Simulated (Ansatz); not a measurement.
Compare A (`CN([SiH3])[SiH2]F`) with its isomer B (`N[SiH2]C(F)[SiH3]`).

Calculated with Ansatz (gas phase, PBE0-D4/def2-TZVP geometries, no zero-point term in ΔE). CBS: MP2 limit from def2 TZ/QZ plus the TZ coupled-cluster correction, frozen cores. DFT in def2-TZVPP. B3LYP here is the variant with VWN-RPA as its local correlation; programs differ in this. One conformer a species, not always the lowest.

Task: Which is lower in electronic energy at CCSD(T)/CBS, and by how much? (Estimate.)

Result: The calculation gave: A, by 251.7 kJ/mol.

Task: Give E(B) − E(A) in kJ/mol with CCSD(T)/def2-TZVPP, HF/def2-TZVPP, ωB97M-V, B3LYP, r2SCAN-D4, B2PLYP, MP2/def2-TZVPP. (Estimate.)

Result: The calculation gave: CCSD(T)/def2-TZVPP 251.8, HF/def2-TZVPP 263.0, ωB97M-V 241.2, B3LYP 239.5, r2SCAN-D4 238.7, B2PLYP 249.8, MP2/def2-TZVPP 264.2. None reverses the order clearly.

Largest T1 diagnostic: 0.012.

From PBE to PBE0 (25 % exact exchange), in def2-TZVPP and without D4, E(B) − E(A) moves by +11.5 kJ/mol.
